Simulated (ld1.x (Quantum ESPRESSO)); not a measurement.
# Before and after: TM potential for indium (In)

In (Z = 49), norm-conserving Troullier–Martins (Kleinman–Bylander form), made with ld1.x (Quantum ESPRESSO) 7.5 (LDA (PZ), fully relativistic). Core [Kr], reference 4d10 5s2 5p0 (charge +1). Waves: 5p (bound, empty): rc 1.85 bohr; 4d (bound): rc 1.65 bohr; 5s (bound): rc 2.20 bohr. Local part: the s channel. Core correction: none.

Open shells are filled in proportion to 2j + 1 (rel_dist='average').

All-electron outer shells of the reference configuration (LDA (PZ), scalar-relativistic, ld1.x):

```json
{"shell": "4s", "level (eV)": "-127.02", "outermost node (bohr)": "0.41", "outermost maximum (bohr)": "0.77"}
{"shell": "4p", "level (eV)": "-85.61", "outermost node (bohr)": "0.42", "outermost maximum (bohr)": "0.82"}
{"shell": "4d", "level (eV)": "-26.25", "outermost node (bohr)": "0.40", "outermost maximum (bohr)": "0.94"}
{"shell": "5s", "level (eV)": "-15.31", "outermost node (bohr)": "1.02", "outermost maximum (bohr)": "2.11"}
{"shell": "5p", "level (eV)": "-8.70", "outermost node (bohr)": "1.13", "outermost maximum (bohr)": "2.61"}
```

Change: wave 5p (bound): rc 1.85 bohr becomes 5p (bound): rc 2.20 bohr.

Cutoffs: the cutoffs (Ry, on a coarse ladder) from which the occupation-weighted sum of valence levels, in a spherical-Bessel basis at the reference potential, stays within 10 and 1 mRy of its value at 400 Ry; they do not see the model core or the augmentation charge, which bear on the density cutoff. Errors are all-electron minus pseudo energies relative to the spin-unpolarised reference configuration.

Task: How do hardness, ghosts and transferability respond?

Result: The potential gets neither clearly harder nor softer (80 Ry and 120 Ry → 80 Ry and 120 Ry); the bound ghost in p disappears; of the 7 tests that both files solve, the error grows in 2 and shrinks in 2 by more than 15 % and 0.3 meV (median size 2.9 → 2.9 meV).

| quantity | base | changed |
| --- | --- | --- |
| cutoff, loose | 80 Ry | 80 Ry |
| cutoff, tight | 120 Ry | 120 Ry |
| bound ghosts | p1/2, p3/2 | none |
| error for 4d10 5s2 5p1, meV [ΔE -5.61 eV] | +1.3 | +0.6 |
| error for 4d10 5s1 5p0, meV [ΔE 19.66 eV] | +2.9 | +2.9 |
| error for 4d10 5s0 5p0, meV [ΔE 48.40 eV] | +13 | +13 |
| error for 4d10 5s1 5p1, meV [ΔE 6.68 eV] | +0.2 | +0.1 |
| error for 4d9 5s2 5p1, meV [ΔE 19.61 eV] | -199 | -244 |
| error for 4d9 5s2 5p2, meV [ΔE 12.58 eV] | -210 | -281 |
| error for 4d10 5s2 5p0.5, meV [ΔE -3.56 eV] | +0.4 | +0.1 |
| s: phases at 2.40 bohr within 0.05 rad from the reference energy up to (Ry; the scan ends near 5) | 2.7 | 2.7 |
| p1/2: phases at 2.40 bohr within 0.05 rad from the reference energy up to (Ry; the scan ends near 5) | 4.5 | 4.5 |
| p3/2: phases at 2.40 bohr within 0.05 rad from the reference energy up to (Ry; the scan ends near 5) | 3.8 | 3.9 |
| d3/2: phases at 2.40 bohr within 0.05 rad from the reference energy up to (Ry; the scan ends near 5) | 0.0 | 0.0 |
| d5/2: phases at 2.40 bohr within 0.05 rad from the reference energy up to (Ry; the scan ends near 5) | 0.0 | 0.0 |

 A true bound ghost makes a file unfit for plane-wave use even where its test errors are small: the radial tests pick states by their node count and pass the ghost by.
